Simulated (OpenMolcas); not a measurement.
In-: the spin-orbit constant, worked from levels

```yaml
Program: OpenMolcas 26.06
Basis: ANO-RCC-VTZP [7s6p4d2f1g]
Scalar_Hamiltonian: DKH2, point nucleus
Active_space: 2 electrons in 3 orbitals (5p)
State_averaging: 2S+1 = 3 even, 3 roots; 2S+1 = 1 even, 6 roots
Spin-orbit_coupling: state interaction with AMFI integrals over the reference wave functions, term energies averaged over their components
```

Methods: CASSCF; SS-CASPT2, IPEA 0.25 Eh, imaginary shift 0.1 Eh (closed shells correlated: 4d 5s).

**The spin-orbit constant.** For the Hund term ³P of p2, E(J) = (A/2) J(J+1) + constant and ζ = 2S·A = 2A. From J = 0 to J = 2 the energy changes by 3 A.

```
   Source  E(2) - E(0)      A     ζ
   CASSCF       1543.9  514.6  1029
SS-CASPT2       1551.4  517.1  1034
```

All in cm-1. Both methods take the spin-orbit matrix elements from the reference wave functions, so the second can move ζ only through the term energies and any multistate remixing. Second-order mixing with other terms is absorbed into this ζ.

With the s shell closed, the reference lacks s² → p² mixing. No diffuse functions were added, so excited terms of the anion can stand markedly too high. Without dynamic correlation excited terms often stand tens of per cent too high (terms of higher spin than the ground term too low), and those without a measured partner can miss by more than the paired ones (holds for CASSCF). Only configurations of the active space appear.
